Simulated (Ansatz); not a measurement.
Isomers of HfAg12 (singlet), relaxed with r2SCAN-D4/def2-SVP; total energies from Ansatz at RPA@PBE/def2-TZVP.

```csv
isomer,description,energy (Eh)
A,point group not assigned; 25 × Ag–Ag 2.69 to 3.14 Å; 12 × Ag–Hf 2.84 to 3.00 Å,-1809.03525
B,point group C3v; 27 × Ag–Ag 2.72 to 3.10 Å; 12 × Ag–Hf 2.78 to 2.89 Å,-1809.04119
```

In the def2 sets Ag, Hf take a core potential; there is no spin–orbit coupling. Correlated methods freeze no core orbitals; core or outer-core shells of Hf, Ag are correlated, in sets that lack core-valence functions.

The isomers come from a short search, and lower ones may exist.

Question: Work out the relative energies (1 Eh = 2625.5 kJ/mol) and the Boltzmann populations at 1200 K from electronic energies alone (R = 8.314 J/mol/K).

Answer: ΔE: A 15.6, B 0.0 kJ/mol. RT = 9.98 kJ/mol. Factors exp(−ΔE/RT): A 0.209, B 1; sum 1.209. Populations: A 17.3 %, B 82.7 %. Zero-point energy, vibrational entropy and symmetry numbers are left out and can shift these; an error of 4 kJ/mol changes a ratio by a factor of 1.5. Over the other density-functional and correlated levels in def2 sets, the gap between B and A ranges from -25 to 5 kJ/mol.
